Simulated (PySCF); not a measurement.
All of these have the formula C6H8ClFO. The calculation used TDDFT PBE0/def2-SVPD, vertical, gas phase, core orbitals frozen in the response (PySCF 2.14.0, density-fitted response routines). Geometries: GFN2-xTB; one conformer of each isolated species. Triplets are in the Tamm–Dancoff approximation.

A. `C=CC[C@@H]1O[C@@]1(F)CCl`
B. `C=C[C@@H](Cl)[C@@](C)(F)C=O`
C. `C1[C@H]2O[C@](C1)(F)C[C@@H]2Cl`

Lowest singlet levels (six at most, fewer where fewer were computed) with oscillator strengths:

1. 298 nm (f 0.000); 225 nm (f 0.025); 201 nm (f 0.013); 198 nm (f 0.005); 194 nm (f 0.004); 180 nm (f 0.136); T1 3.54 eV
2. 177 nm (f 0.003); 171 nm (f 0.003); 170 nm (f 0.211); 169 nm (f 0.143); 166 nm (f 0.042); 162 nm (f 0.035); T1 4.46 eV
3. 178 nm (f 0.006); 171 nm (f 0.002); 167 nm (f 0.002); 161 nm (f 0.004); 157 nm (f 0.015); 155 nm (f 0.008); T1 6.44 eV

Problem. Match each spectrum to its molecule.

Solution. 1 = B, 2 = A, 3 = C.
- A: S1 at 7.01 eV, HOMO→LUMO+1 (79%), HOMO-1→LUMO+1 (16%); Löwdin shares by element: HOMO carbon 78% or more (atoms not listed hold the other 22%); LUMO carbon 72% or more, hydrogen 6% or more (atoms not listed hold the other 22%); HOMO -7.81 and LUMO -0.01 eV.
- B: S1 at 4.16 eV, HOMO→LUMO (80%), HOMO-1→LUMO (13%); Löwdin shares by element: HOMO oxygen 40%, carbon 22% or more, chlorine 8% (atoms not listed hold the other 29%); LUMO carbon 43% or more, oxygen 30%, hydrogen 5% or more (atoms not listed hold the other 22%); HOMO -7.98 and LUMO -1.63 eV.
- C: S1 at 6.96 eV, HOMO→LUMO (79%), HOMO→LUMO+1 (13%); Löwdin shares by element: HOMO oxygen 37%, chlorine 26%, carbon 14% or more (atoms not listed hold the other 24%); LUMO chlorine 28%, carbon 22% or more, hydrogen 6% or more (atoms not listed hold the other 43%); HOMO -8.08 and LUMO 0.21 eV.
A and C have S1 within 0.05 eV of each other; their strongest listed levels stand at 7.31 eV (f 0.211) and 7.91 eV (f 0.015).
